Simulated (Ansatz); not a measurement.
The cluster Zr₃O₇H₂, relaxed as a singlet with RKS PBE0-D4/def2-SVP in Ansatz, starting from the GFN2-xTB geometry. Force threshold 0.02 eV/Å.

In the def2 sets Zr takes a core potential; there is no spin–orbit coupling. The structure holds one bond between oxygen atoms, so isomers without such links may lie far lower. The relaxation made no stability test and no search for a lower SCF solution. No other spin state of charge 0 was run. Another isomer (singlet) lies 0.03 eV lower at PBE0-D4/def2-TZVP; other spin states weren't run for this one.

Start:

```tsv
atom	x (Å)	y (Å)	z (Å)
Zr1	-1.6753	-0.6610	-0.8400
Zr2	-0.2450	0.0756	1.8943
Zr3	1.3268	0.2506	-0.6998
O4	-2.1941	-0.3746	1.2437
O5	-0.2746	1.2109	0.0928
O6	1.4520	-0.4558	1.1400
O7	-1.2717	-1.5524	1.1421
O8	0.1588	-0.9437	-1.5952
O9	2.7139	1.1607	-1.5905
O10	-3.0366	-0.8057	-1.9367
H11	3.2341	1.2739	-2.3947
H12	-0.1882	0.8215	3.5439
```

```json
{"step": "1", "energy (eV)": "-18188.8146", "largest force component (eV/Å)": "1.883", "SCF passes": "22"}
{"step": "2", "energy (eV)": "-18189.0088", "largest force component (eV/Å)": "0.653", "SCF passes": "29"}
{"step": "3", "energy (eV)": "-18189.1292", "largest force component (eV/Å)": "0.576", "SCF passes": "31"}
{"step": "4", "energy (eV)": "-18189.1481", "largest force component (eV/Å)": "0.297", "SCF passes": "24"}
{"step": "5", "energy (eV)": "-18189.1659", "largest force component (eV/Å)": "0.242", "SCF passes": "24"}
{"step": "6 (rejected)", "energy (eV)": "-18189.1438", "largest force component (eV/Å)": "0.545", "SCF passes": "30"}
{"step": "7", "energy (eV)": "-18189.1740", "largest force component (eV/Å)": "0.284", "SCF passes": "23"}
{"step": "8", "energy (eV)": "-18189.1839", "largest force component (eV/Å)": "0.207", "SCF passes": "24"}
{"step": "9", "energy (eV)": "-18189.1847", "largest force component (eV/Å)": "0.240", "SCF passes": "26"}
{"step": "10", "energy (eV)": "-18189.1855", "largest force component (eV/Å)": "0.029", "SCF passes": "26"}
{"step": "11 (rejected)", "energy (eV)": "-18189.1828", "largest force component (eV/Å)": "0.141", "SCF passes": "25"}
{"step": "12 (rejected)", "energy (eV)": "-18189.1854", "largest force component (eV/Å)": "0.022", "SCF passes": "26"}
{"step": "13", "energy (eV)": "-18189.1857", "largest force component (eV/Å)": "0.015", "SCF passes": "27"}
```

Force components are those of the run's own axes.

End:

```xyz
12

Zr   -1.702   -0.700   -0.817
Zr   -0.261    0.098    1.850
Zr    1.345    0.101   -0.749
O    -2.223   -0.460    1.300
O    -0.359    0.953    0.002
O     1.471   -0.452    1.158
O    -1.305   -1.616    1.279
O     0.145   -1.079   -1.643
O     2.718    1.111   -1.676
O    -3.023   -0.527   -1.951
H     3.327    1.566   -2.256
H    -0.133    1.005    3.503
```

By distances, no bond broke or formed. The bond that changes most is Zr1–O5, from 2.52 to 2.28 Å (atoms count from 1).

No frequencies were taken in this run, so the end may be a saddle point.

Hardware: 4 threads of Arm Neoverse V1 on a shared host. Wall time 91 s, peak host memory 0.75 GiB.
